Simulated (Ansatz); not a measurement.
Total energies of `[NH2][Ti]([NH2])([Br])[Br]`.

```xyz
9

N    -0.245    0.806    1.327
Ti    0.339   -0.466    0.113
N    -0.368    0.039   -1.519
Br    2.704   -0.421    0.015
Br   -0.508   -2.586    0.737
H    -0.828    1.604    1.127
H    -0.001    0.771    2.310
H    -1.227   -0.332   -1.902
H     0.133    0.584   -2.209
```

Total charge 0; spin multiplicity 1. Correlated methods include outer-core shells of Br, Ti, which these sets cover unevenly. Scalar relativity is left out up to krypton. The structure was optimised at the PBE0-D4/def2-TZVP level. It is one conformer, not always the lowest. Basis def2-TZVPP, the Gaussian-basis code of Ansatz.

RPA on PBE orbitals: Hartree–Fock energy of these orbitals -6104.59315 Eh, correlation -2.17305 Eh (frozen core).

```json
{"functional": "r2SCAN", "energy without D4 (Eh)": "-6109.85052", "D4 term (kJ/mol)": "-6.6"}
{"functional": "B97M-V", "energy without D4 (Eh)": "-6108.80372", "D4 term (kJ/mol)": "–"}
```

Task: Give the same for LDA (SPW92), PBE, revPBE, BLYP, PBE0, B3LYP, r2SCANh, r2SCAN0, HSE06 (plane-wave form), BHLYP, CAM-B3LYP, LC-ωPBE, ωB97X-V, ωB97M-V, B2PLYP, PBE-QIDH. (Estimate.)

Result: Ansatz gave: 
```json
{"functional": "LDA (SPW92)", "energy without D4 (Eh)": "-6099.91640", "D4 term (kJ/mol)": "–"}
{"functional": "PBE", "energy without D4 (Eh)": "-6108.84224", "D4 term (kJ/mol)": "-27.3"}
{"functional": "revPBE", "energy without D4 (Eh)": "-6109.38963", "D4 term (kJ/mol)": "-64.2"}
{"functional": "BLYP", "energy without D4 (Eh)": "-6110.01223", "D4 term (kJ/mol)": "-56.8"}
{"functional": "PBE0", "energy without D4 (Eh)": "-6109.02550", "D4 term (kJ/mol)": "-23.8"}
{"functional": "B3LYP", "energy without D4 (Eh)": "-6110.03170", "D4 term (kJ/mol)": "-44.5"}
{"functional": "r2SCANh", "energy without D4 (Eh)": "-6109.82374", "D4 term (kJ/mol)": "-7.2"}
{"functional": "r2SCAN0", "energy without D4 (Eh)": "-6109.78668", "D4 term (kJ/mol)": "-8.1"}
{"functional": "HSE06 (plane-wave form)", "energy without D4 (Eh)": "-6109.02077", "D4 term (kJ/mol)": "-22.6"}
{"functional": "BHLYP", "energy without D4 (Eh)": "-6109.81931", "D4 term (kJ/mol)": "-40.0"}
{"functional": "CAM-B3LYP", "energy without D4 (Eh)": "-6110.18070", "D4 term (kJ/mol)": "-25.0"}
{"functional": "LC-ωPBE", "energy without D4 (Eh)": "-6108.97912", "D4 term (kJ/mol)": "–"}
{"functional": "ωB97X-V", "energy without D4 (Eh)": "-6109.31219", "D4 term (kJ/mol)": "–"}
{"functional": "ωB97M-V", "energy without D4 (Eh)": "-6109.55399", "D4 term (kJ/mol)": "–"}
{"functional": "B2PLYP", "energy without D4 (Eh)": "-6108.94507", "D4 term (kJ/mol)": "–"}
{"functional": "PBE-QIDH", "energy without D4 (Eh)": "-6108.28088", "D4 term (kJ/mol)": "–"}
```

B3LYP takes the VWN-RPA correlation (the form of Gaussian; ORCA's B3LYP/G). HSE06 is the plane-wave form, built on full-range PBE exchange. The double hybrids freeze the cores in their second-order part.

LC-ωPBE has ω = 0.4 bohr⁻¹.
